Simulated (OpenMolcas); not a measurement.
## Tc5+: moving or changing the point charges

Tc5+ among 8 point charges of -1.2 e arranged as a cube (Oh), 2.11 Å from the ion.

```json
{
  "Program": "OpenMolcas 26.06",
  "Method": "SS-CASPT2, IPEA 0.25 Eh, imaginary shift 0.1 Eh (closed shells correlated: 4s 4p)",
  "Basis": "ANO-RCC-VDZP [6s5p3d1f]",
  "Scalar Hamiltonian": "DKH2, point nucleus",
  "Active space": "2 electrons in 5 orbitals (4d)",
  "State averaging": "2S+1 = 3 even, 10 roots; 2S+1 = 1 even, 15 roots",
  "Spin-orbit coupling": "RASSI with atomic mean-field integrals over the reference wave functions"
}
```

Runs around this geometry, states (labels of O, the rotations of Oh). Energies in cm-1 above the lowest state or level, χT in cm3 K/mol.

```
R (Å)  q (e)  Ground state  First state of that spin  First gap with spin-orbit (degeneracies)  χT at 300 K  First state of another spin
 2.11  -0.78           3A2                  3T2 1960                               1500 (3, 2)        0.175                     1E 11220
 1.97   -1.2           3A2                  3T2 4500                               3960 (3, 2)        0.339                     1E 12030
 2.11   -1.2           3A2                  3T2 3170                               2520 (3, 2)        0.234                     1E 11720
 2.26   -1.2           3A2                  3T2 1770                               1610 (3, 2)        0.167                     1E 11340
```

Taking the first state of the same spin as R^-n, n = -ln(1770 / 4500) / ln(2.26 / 1.97) = 6.8 between the shortest and longest distance.

Scaling the charges by -0.78 / -1.2 = 0.65 scales the first state of the same spin by 1960 / 3170 = 0.62; with fixed orbitals a first-order splitting would follow the charge.

Roots that are degenerate in the reference are averaged as groups; the widest CASPT2 spread within a group is 210 cm-1 (the 3-fold group of multiplicity 1 near 20200 cm-1 above the lowest state of its run, R = 2.11, q = -1.2). Shifts and gaps below about the spread of the groups concerned are not significant. Free-ion shares, where given, are those of the reference states; single-state CASPT2 does not remix them. Spin-orbit coupling mixes the spin-free states strongly: the lowest level takes only 64 % from its leading state, 3A2 (figures for R = 2.11, q = -0.78; the like holds for R = 2.26, q = -1.2). The ground term spreads over less than 5000 cm-1, several times less than with real ligands, so orbital moments are less quenched and χT lies further from the spin-only value than at real sites (holds for R = 2.11, q = -0.78; R = 2.26, q = -1.2). Point charges carry no covalency, so the field is a model and not that of real ligands. No measured value stands beside these numbers.
